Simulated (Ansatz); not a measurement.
Input for Ansatz (a first-principles code): U-HF/def2-TZVPP on AsH4Si (SMILES [SiH2][AsH2]), 2S+1 = 2, atoms moved off the minimum.

Ansatz 0.2 input:
```yaml
crystal:
  periodic: [false, false, false]
  atoms:
    - {symbol: Si, position_ang: [-1.58360954, -0.34685011, -0.10480001]}
    - {symbol: As, position_ang: [0.79968973, 0.12821625, 0.13540708]}
    - {symbol: H, position_ang: [-2.35544872, 0.88839454, 0.11438674]}
    - {symbol: H, position_ang: [-1.92593731, -1.00813914, -1.35272126]}
    - {symbol: H, position_ang: [1.28476320, -1.19557730, -0.10312168]}
    - {symbol: H, position_ang: [1.11016115, 0.55952848, -1.12263746]}
basis:
  gaussian:
    orbitals: def2-TZVPP
hamiltonian:
  xc: {name: HF}
magnetization: {spin_polarized: true, initial_magnetization: 1}
output: {forces: true}
```

The log:

```
WARN ansatz: RAYON_NUM_THREADS=4 ignored (pool sized by the plan → 4); use --threads N
Functional definition: HF
integrals: 0.06 GiB planned
1027 factors; their error is unknown
mean field: 0.52 GiB planned
mean field evaluation 1: about -68717.8347 eV, gradient 9.3e0 eV
mean field evaluation 2: about -68718.8338 eV, gradient 3.3e0 eV
mean field evaluation 4: about -68719.0130 eV, gradient 3.7e-1 eV
mean field evaluation 8: about -68720.1168 eV, gradient 1.1e0 eV
mean field evaluation 16: about -68718.9397 eV, gradient 9.4e0 eV
mean field -68720.11835478 eV, -2525.4177693689 hartree, gradient 2.4e-5 eV, S^2 0.757050; 0 other end points of the search recorded, 0 dependent functions left out
the calculation of the forces begins
reference -68720.11835478 eV, -2525.4177693689 hartree; 26, 25 occupied and 120, 121 virtual orbitals, 1027 factors
Total energy: -68720.11835478 eV, -2525.4177693689 hartree
Atom 0 at    -1.583610    -0.346850    -0.104800 Å, force     0.959680     0.168067     0.424154 eV/Å
Atom 1 at     0.799690     0.128216     0.135407 Å, force    -1.827281     0.370707     3.931195 eV/Å
Atom 2 at    -2.355449     0.888395     0.114387 Å, force    -0.054923     0.026706    -0.089409 eV/Å
Atom 3 at    -1.925937    -1.008139    -1.352721 Å, force    -0.234929    -0.125263    -0.412098 eV/Å
Atom 4 at     1.284763    -1.195577    -0.103122 Å, force     0.493327    -1.817003    -0.176748 eV/Å
Atom 5 at     1.110161     0.559528    -1.122637 Å, force     0.664125     1.376788    -3.677095 eV/Å
Dipole moment:    -0.080167    -0.069834    -0.136847 e Å
```

The calculation finished and met its thresholds.

Cost: very roughly 5 core-seconds.
